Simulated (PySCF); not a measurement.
1,1-difluoroethane (C2H4F2), SMILES CC(F)F. Atoms are numbered in the order given.

```xyz
8

C     -1.3641     0.0873     0.0000
C      0.0706    -0.3506     0.0000
F      0.7071     0.1348    -1.0922
F      0.7071     0.1348     1.0922
H     -1.4052     1.1858     0.0000
H     -1.8769    -0.2914    -0.8946
H     -1.8769    -0.2914     0.8946
H      0.1928    -1.4491     0.0000
```

Coordinates come from a PBE0-D3(BJ)/def2-SVP optimisation.

Two levels are set side by side: PBE/pcJ-1 (PySCF) and PBE0/pcJ-1 (PySCF). One-bond couplings, all four terms, same geometry. Isotopes: 13C, 19F, 1H. Differences are taken from unrounded values.

| quantity | PBE0 |
|---|---|
| ¹J(C1,C2) (Hz) | 47.6 |
| ¹J(C2,F3) (Hz) | -292.2 |
| ¹J(C2,F4) (Hz) | -292.2 |
| ¹J(C1,H5) (Hz) | 127.6 |
| ¹J(C1,H6) (Hz) | 126.5 |
| ¹J(C1,H7) (Hz) | 126.5 |
| ¹J(C2,H8) (Hz) | 175.5 |

Task: What does PBE give, and how far is it from PBE0? (An estimate is asked for; the answer gives what the named calculation found.)

Result: 
| quantity | PBE | PBE minus PBE0 |
|---|---|---|
| ¹J(C1,C2) (Hz) | 42.2 | -5.4 |
| ¹J(C2,F3) (Hz) | -328.2 | -36.0 |
| ¹J(C2,F4) (Hz) | -328.2 | -36.0 |
| ¹J(C1,H5) (Hz) | 123.7 | -3.9 |
| ¹J(C1,H6) (Hz) | 122.7 | -3.8 |
| ¹J(C1,H7) (Hz) | 122.7 | -3.8 |
| ¹J(C2,H8) (Hz) | 169.2 | -6.3 |

Rough cost on one machine, each run with all the roots and properties that it gave: PBE0 against PBE about 3 times.
